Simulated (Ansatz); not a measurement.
Mulliken charges of CH7AsSi (`[SiH3]C[AsH2]`) from r2SCAN/def2-TZVPP in Ansatz (PBE0-D4/def2-TZVP geometry).

```
atom   x (Å)   y (Å)   z (Å)  charge (e)
 Si1  -1.001   0.541  -0.468       0.285
  C2   0.117  -0.924  -0.167      -0.290
 As3   1.730  -0.511   0.905       0.083
  H4  -2.196   0.167  -1.277      -0.085
  H5  -0.254   1.601  -1.196      -0.071
  H6  -1.468   1.091   0.833      -0.071
  H7  -0.415  -1.720   0.360       0.098
  H8   0.468  -1.348  -1.111       0.098
  H9   1.002   0.292   1.978      -0.023
 H10   2.099   0.761   0.147      -0.023
```

Question: By hand: the dipole of these point charges (1 e Å = 4.8032 D).

Answer: Σ q r = (0.067, -0.150, 0.002) e Å, of length 0.164 e Å = 0.79 D.

Question: How does the dipole of the full density compare? (Estimate.)

Answer: Ansatz gave: (-0.039, -0.112, -0.051) e Å, 0.62 D; the point charges give 1.27 times that, at 48° from its direction.

Point charges leave out the atoms' own dipoles, such as those of lone pairs, and Mulliken's split depends on the basis, so the two needn't agree.
